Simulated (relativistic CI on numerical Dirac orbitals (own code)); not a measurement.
# Slater and spin-orbit integrals, La XLIII

Computed by Dirac-Coulomb-Breit CI, separate exchange-only KLI orbitals for each configuration, a model potential for QED, unscaled Slater integrals (own radial code, finite nucleus).

Slater integrals F^k, G^k are unscaled and averaged over j, outside the closed core [Ne]; ζ comes from projecting the Hamiltonian with its Breit term on Σ l·s of the shell.

- 3s²3p³: F^2(3p,3p) = 394130, ζ(3p) = 558720 cm⁻¹; <r>(3p) = 0.2501, <r^2>(3p) = 0.07222 (bohr units).
- 3s3p⁴: F^2(3p,3p) = 393910, G^1(3s,3p) = 496790, ζ(3p) = 558530 cm⁻¹; <r>(3s) = 0.2577, <r^2>(3s) = 0.07568, <r>(3p) = 0.2502, <r^2>(3p) = 0.07231 (bohr units).
- 3s²3p²3d: F^2(3p,3p) = 393770, ζ(3p) = 558080, F^2(3p,3d) = 396490, G^1(3p,3d) = 412640, G^3(3p,3d) = 278890, ζ(3d) = 75105 cm⁻¹; <r>(3p) = 0.2503, <r^2>(3p) = 0.07236, <r>(3d) = 0.2209, <r^2>(3d) = 0.05626 (bohr units).

Averages of the first 10 configurations, taken without configuration mixing, which lowers the lowest level and can move excited configurations by several eV; other configurations of the list can lie among them:

```tsv
Configuration	Parity	States	Average energy above the lowest level (eV)
3s²3p³	odd	20	109.5
3s3p⁴	even	30	306.7
3s²3p²3d	even	150	327.5
3p⁵	odd	6	521.1
3s3p³3d	odd	400	517.5
3p⁴3d	even	150	724.6
3s3p²3d²	even	1350	734.9
3s²3p3d4p	even	360	1837.0
3p⁴4s	even	30	1940.6
3s3p²3d4s	even	600	1941.1
```
